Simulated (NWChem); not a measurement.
Molecule: AlH$_{3}$; SMILES [AlH3]

**Question.** Give the equilibrium geometry at PBE0-D3(BJ)/def2-TZVP (NWChem) as a list of bonds and angles, with the point group.

**Answer.** point group D3h; any orientation.
Bonded distances (Å): Al1–H2 1.586, Al1–H3 1.586, Al1–H4 1.586. Bond angles (°): H2–Al1–H3 120.0, H2–Al1–H4 120.0, H3–Al1–H4 120.0.
